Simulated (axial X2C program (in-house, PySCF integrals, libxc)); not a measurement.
Worked dissociation energy of InF: CCSD, 2c

Computed with an in-house all-electron X2C program for linear molecules (integrals from PySCF). Two-component (2c) means X2C with spin–orbit coupling and atomic mean-field two-electron Coulomb and Gaunt terms. Basis: In dyall-cv3z [11s12p9d4f1g], F dyall-av3z [7s6p3d2f] (cores contracted in-house); Gaussian nuclei, density fitting, unrestricted open shells. Masses: In 114.904 u, F 18.998 u.

Molecular state: Ω = 0 (closed shell).

Correlated methods: 20 electrons correlated (number of frozen shells: In 4 s, 3 p, 1 d; F 1 s), 258 virtual spin orbitals or spinors in MP2, 110 natural virtuals in coupled cluster.

| Quantity | Value |
| --- | --- |
| E(In) (2M_J = 1) | -5876.304266 hartree |
| E(F) (2M_J = 1) | -99.719742 hartree |
| E(InF) at Re | -5976.220684 hartree |
| ωe | 531.5 cm⁻¹ |
| ωexe | 2.59 cm⁻¹ |

**Question.** Work out De and D0.

**Answer.** De = -5876.304266 + (-99.719742) − (-5976.220684) = 0.19668 hartree = 5.352 eV. The zero-point energy is ωe/2 − ωexe/4 = 265 cm⁻¹ = 0.033 eV, so D0 = 5.319 eV.

The state is one determinant whose occupation by symmetry is held fixed; it was picked as the lowest of a PBE0 search that is not exhaustive. The closed shell is kept restricted, so the energy runs too high when the bond is stretched far. Dissociation energies refer to the lowest single-determinant-based atoms at the same level and basis. CCSD ran in a truncated set of natural virtual spinors with an MP2 remainder; without triples it tends to underbind.

Each atomic determinant is the lowest at this level and need not be a pure J level. Totals compare only within one Hamiltonian and basis.
